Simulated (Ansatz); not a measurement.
The cluster Zn2O2, relaxed as a triplet with UKS PBE0-D4/def2-SVP in Ansatz, starting from the PBE0-D4/def2-SVP geometry of the neutral singlet. Force threshold 0.02 eV/Å.

The structure holds one bond between oxygen atoms, so isomers without such links may lie far lower. The structure comes from a short search, and lower isomers may exist.

Start:

Cartesian coordinates in Å:
```
Zn 1.471 0.436 -0.127
Zn 0.053 -1.413 0.609
O -0.363 1.008 -0.448
O -1.160 -0.032 -0.034
```

| step | energy (eV) | largest force component (eV/Å) | SCF passes |
| --- | --- | --- | --- |
| 1 | -100894.6582 | 2.860 | 41 |
| 2 | -100894.9191 | 1.769 | 42 |
| 3 | -100895.1096 | 0.434 | 41 |
| 4 | -100895.1167 | 0.757 | 43 |
| 5 | -100895.1331 | 0.042 | 44 |
| 6 | -100895.1332 | 0.014 | 37 |

Force components are those of the run's own axes.

End:

```xyz
4

Zn    1.605    0.423   -0.115
Zn    0.112   -1.524    0.659
O    -0.490    1.031   -0.463
O    -1.227    0.069   -0.080
```

By distances, no bond broke or formed. The bond that changes most is Zn2–O4, from 1.95 to 2.21 Å (atoms count from 1).

No frequencies were taken in this run, so the end may be a saddle point.

It took 33 s on 2 threads of Arm Neoverse V1 on a shared host.
